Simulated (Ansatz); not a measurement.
`[OH][GeH2][SiH3]` + HI → `[OH][GeH2][I]` + SiH₄ at 600 K and 1 bar (cleavage of the Ge–Si bond).

Program: Ansatz. Geometries: PBE0-D4/def2-TZVP. ΔE: electronic, gas phase. CBS: MP2 limit from def2 TZ/QZ plus the TZ coupled-cluster correction, frozen cores. This one scheme is used for every species. Elements past krypton have def2 core potentials. For Ge, I outer-core shells are correlated without core-valence functions, which leaves a few kJ/mol of doubt a bond. Scalar relativity is left out up to krypton. One conformer a species, not always the lowest.

```csv
species,CCSD(T)/CBS energy (Eh),H − E (kJ/mol),S (J/(mol·K))
`[OH][GeH2][SiH3]`,-2443.98216,198.9,421.2
HI,-298.03592,31.6,227.0
`[OH][GeH2][I]`,-2450.58625,122.5,385.3
SiH₄,-291.46306,108.7,242.3
```

H − E and S are ideal-gas, rigid-rotor, harmonic terms from PBE0-D4/def2-TZVP, for one conformer and one mirror image of each species. 1 Eh = 2625.50 kJ/mol, R = 8.31446 J/(mol·K).

Question: By hand: ΔE, ΔH, ΔS and ΔG.

Answer: ΔE = (-2450.58625) + (-291.46306) − (-2443.98216) − (-298.03592) = -0.03123 Eh = -82.0 kJ/mol. Δ(H − E) = 122.5 + 108.7 − 198.9 − 31.6 = 0.7, so ΔH = -81.3 kJ/mol. ΔS = 385.3 + 242.3 − 421.2 − 227.0 = -20.6 J/(mol·K). ΔG = -81.3 − 600 × (-20.6)/1000 = -68.9 kJ/mol.

Question: By hand: the equilibrium constant, and the temperature at which ΔG would vanish if ΔH and ΔS stayed fixed.

Answer: log₁₀ K = −ΔG/(RT ln 10) = 6.0. ΔG = 0 at ΔH/ΔS = 3947 K, far beyond where these terms or the molecules hold.

ΔH outweighs TΔS. A doubt of 5 kJ/mol in ΔE shifts log₁₀ K by 0.4 here. Other conformers and mirror images would add mixing entropy, several J/(mol·K) or more a flexible species. These are equilibria of isolated gas molecules and say nothing of rates. Largest T1 diagnostic: 0.012 (customary marks: 0.02 for closed shells, 0.045 for open ones).
